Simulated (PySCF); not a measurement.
## Magnesium: a sound run and one with changed settings

Sound run: Mg⁺ [Ne] 3s1, Mg²⁺ [Ne]. Calculation: PySCF 2.14, in x2c-SVPall; scalar relativity by spin-free X2C-1e. The sound run starts from symmetry-adapted Hartree-Fock orbitals and uses a fine grid where one is needed.

A second run was set up differently.

| species | method | sound run (hartree) | changed run (hartree) | converged |
| --- | --- | --- | --- | --- |
| Mg⁺ | UHF | -199.59438 | -199.59438 | yes |
| Mg⁺ | M06-2X | -200.00918 | -199.95276 | yes |
| Mg⁺ | r2SCAN | -199.99550 | -199.44445 | yes |
| Mg²⁺ | UHF | -199.05673 | -199.05673 | yes |
| Mg²⁺ | M06-2X | -199.45544 | -199.39879 | yes |
| Mg²⁺ | r2SCAN | -199.44721 | -198.91337 | yes |

Ionisation energy of Mg⁺:

```json
{"method": "UHF", "sound run (eV)": "14.630", "changed run (eV)": "14.630"}
{"method": "M06-2X", "sound run (eV)": "15.068", "changed run (eV)": "15.074"}
{"method": "r2SCAN", "sound run (eV)": "14.920", "changed run (eV)": "14.451"}
```

**Question.** What was changed?
A. radial grid too coarse
B. minimal basis
C. all electrons correlated in a valence basis
D. too few SCF iterations

**Answer.** A. It used radial step 1.2 in ln r (0.13 in the sound run). A coarse radial grid mis-integrates the density and the exchange-correlation energy, with errors of either sign; Hartree-Fock needs no grid.
